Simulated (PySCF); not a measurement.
# In²⁺ (indium, charge +2): UHF calculation

Configuration: [Kr] 4d10 5p1, 2P determinant (an excited configuration). Computed with PySCF 2.14 in x2c-TZVPPall with one added diffuse shell each of s, p, d, f type (9s7p5d3f, 76 functions), with scalar relativity by spin-free X2C-1e.

* Total energy: -5877.164502 hartree
* One-electron energy: -8058.9081 hartree
* Hartree (Coulomb) energy: 2340.0385 hartree
* Exchange energy: -158.2949 hartree
* ⟨S²⟩: 0.7521
* ⟨L²⟩: 2.006
* Sum of ⟨r⟩: 28.70 bohr
* Sum of ⟨r²⟩: 35.53 bohr²
* Traceless quadrupole moment −½Σ⟨3z² − r²⟩ along its main axis: -3.92 e·bohr²
* Langevin diamagnetic susceptibility: -28.1 ×10⁻⁶ cm³/mol

| shell | electrons | mean orbital energy (eV) | spread (eV) | rms radius, mean of both spins (bohr) |
| --- | --- | --- | --- | --- |
| 1s α | 1 | -28099.7 | 0 | 0.0340 |
| 1s β | 1 | -28099.7 | 0 | 0.0340 |
| 2s α | 1 | -4314.2 | 0 | 0.139 |
| 2s β | 1 | -4314.2 | 0 | 0.139 |
| 2p α | 3 | -3869.5 | 0.021 | 0.124 |
| 2p β | 3 | -3869.4 | 0.069 | 0.124 |
| 3s α | 1 | -873.22 | 0 | 0.371 |
| 3s β | 1 | -873.18 | 0 | 0.371 |
| 3p α | 3 | -723.71 | 0.041 | 0.372 |
| 3p β | 3 | -723.65 | 0.170 | 0.372 |
| 3d α | 5 | -490.98 | 0.138 | 0.352 |
| 3d β | 5 | -490.97 | 0.150 | 0.352 |
| 4s α | 1 | -163.50 | 0 | 0.909 |
| 4s β | 1 | -163.41 | 0 | 0.909 |
| 4p α | 3 | -116.81 | 0.094 | 0.989 |
| 4p β | 3 | -116.70 | 0.433 | 0.989 |
| 4d α | 5 | -46.810 | 0.346 | 1.25 |
| 4d β | 5 | -46.704 | 0.563 | 1.25 |
| 5p α | 1 | -19.691 | 0 | 3.13 |

Densities and radii are taken from the X2C orbitals without a picture-change correction, which distorts them close to the nucleus.

Spin-orbit constants ζ (cm⁻¹) from the X2C one-electron operator on these orbitals: bare nucleus, nucleus screened by l(l+1)(2l+1)/3 electrons, and screened by the Breit-Pauli mean field of the electrons.

```tsv
shell	bare	screened nucleus	mean field
2p	1131000	1084000	1064000
3p	207100	198700	194400
3d	30900	24600	23580
4p	33670	32300	31520
4d	3397	2704	2532
5p	2487	2386	2322
```

To first order the Landé constant is A = 2322 cm⁻¹, so the lowest level has J = 1/2 and lies 0.288 eV below the centre of the term.
